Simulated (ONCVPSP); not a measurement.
Transferability test, ONCV potential for tin (Sn)

| Quantity | Value |
| --- | --- |
| Element | Sn |
| Generator | ONCVPSP 4.0.1 |
| Type | optimised norm-conserving Vanderbilt (ONCV) |
| Functional | PBE |
| Relativity | fully relativistic |
| Frozen core | [Ar] 3d10 |
| Valence charge | 22 |
| Reference configuration | 4s2 4p6 4d10 5s1 (charge +3) |
| Partial waves | 4s+5s: rc 1.30 bohr, ncon 4, nbas 9, qcut 7.3 1/bohr, 2 projectors; 4p: rc 1.30 bohr, ncon 4, nbas 7, qcut 13 1/bohr, 2 projectors, debl 2.5 Ha; 4d: rc 1.45 bohr, ncon 3, nbas 8, qcut 8.5 1/bohr, 2 projectors, debl 0.5 Ha |
| Local potential | polynomial inside 1.15 bohr (lpopt 5, dvloc0 0 Ha) |
| Core correction | Teter function, fcfact 2.5, rcfact 1.35 |

Open shells are filled in proportion to 2j + 1.

In the p channel the program set the typed energies aside and used -4.292, 0.250 Ha (j = l + 1/2; the other j can differ). In the d channel the program set the typed energies aside and used -2.007, 0.250 Ha (j = l + 1/2; the other j can differ).

Energies are relative to the spin-unpolarised reference configuration 4s2 4p6 4d10 5s1; without spin polarisation the order of configurations can differ from experiment.

Give the all-electron excitation energy and the error of the potential for: 4s2 4p6 4d10 5s2 5p2; 4s2 4p6 4d10 5s2 5p1; 4s2 4p6 4d10 5s2; 4s2 4p6 4d10 5s1 5p3.

```json
{"valence configuration": "4s2 4p6 4d10 5s2 5p2", "charge": "0", "ΔE all-electron (eV)": "-51.830", "error AE − PS (meV)": "-4.4"}
{"valence configuration": "4s2 4p6 4d10 5s2 5p1", "charge": "+1", "ΔE all-electron (eV)": "-44.942", "error AE − PS (meV)": "-4.5"}
{"valence configuration": "4s2 4p6 4d10 5s2", "charge": "+2", "ΔE all-electron (eV)": "-30.971", "error AE − PS (meV)": "-3.8"}
{"valence configuration": "4s2 4p6 4d10 5s1 5p3", "charge": "0", "ΔE all-electron (eV)": "-44.870", "error AE − PS (meV)": "-1.4"}
```

Levels in the configuration 4s2 4p6 4d10 5s1 5p3:

```json
{"level": "4s j=1/2", "all-electron (eV)": "-135.367", "pseudo (eV)": "-135.330"}
{"level": "4p j=3/2", "all-electron (eV)": "-88.843", "pseudo (eV)": "-88.831"}
{"level": "4p j=1/2", "all-electron (eV)": "-96.412", "pseudo (eV)": "-96.397"}
{"level": "4d j=5/2", "all-electron (eV)": "-26.874", "pseudo (eV)": "-26.876"}
{"level": "4d j=3/2", "all-electron (eV)": "-27.920", "pseudo (eV)": "-27.922"}
{"level": "5s j=1/2", "all-electron (eV)": "-11.404", "pseudo (eV)": "-11.402"}
{"level": "5p j=3/2", "all-electron (eV)": "-4.166", "pseudo (eV)": "-4.166"}
{"level": "5p j=1/2", "all-electron (eV)": "-4.649", "pseudo (eV)": "-4.648"}
```
